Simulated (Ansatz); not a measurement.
Input file for Ansatz (an electronic-structure program): U-r2SCAN/cc-pV(T+d)Z on H4OSi (SMILES O[SiH3]), a point of a bond scan (R = 2.479 Å). Files ending in .json are basis or fitting sets from the Basis Set Exchange.

Ansatz 0.2 input:
```yaml
crystal:
  periodic: [false, false, false]
  atoms:
    - {symbol: O, position_ang: [1.81241611, -0.56698381, -0.43038197]}
    - {symbol: Si, position_ang: [-0.50881883, 0.12973854, 0.09205040]}
    - {symbol: H, position_ang: [2.53581307, -0.14118858, 0.03528077]}
    - {symbol: H, position_ang: [-0.84295262, -0.10662565, 1.51863737]}
    - {symbol: H, position_ang: [-1.37924119, -0.69223322, -0.77093301]}
    - {symbol: H, position_ang: [-0.72577971, 1.56941136, -0.19593207]}
basis:
  gaussian:
    orbitals: cc-pV_T+d_Z.json
hamiltonian:
  xc: {name: r2SCAN}
magnetization: {spin_polarized: true, initial_magnetization: 0}
```

The head of its log:

```
WARN ansatz: RAYON_NUM_THREADS=2 ignored (pool sized by the plan → 2); use --threads N
Functional definition: r2SCAN
integrals: 0.03 GiB planned
705 factors; their error is unknown
mean field: 0.41 GiB planned
mean field evaluation 1: about -9978.9845 eV, gradient 4.6e1 eV
mean field evaluation 2: about -9837.5685 eV, gradient 1.3e2 eV
```

What total energy does the run end on?

-367.0123 hartree.
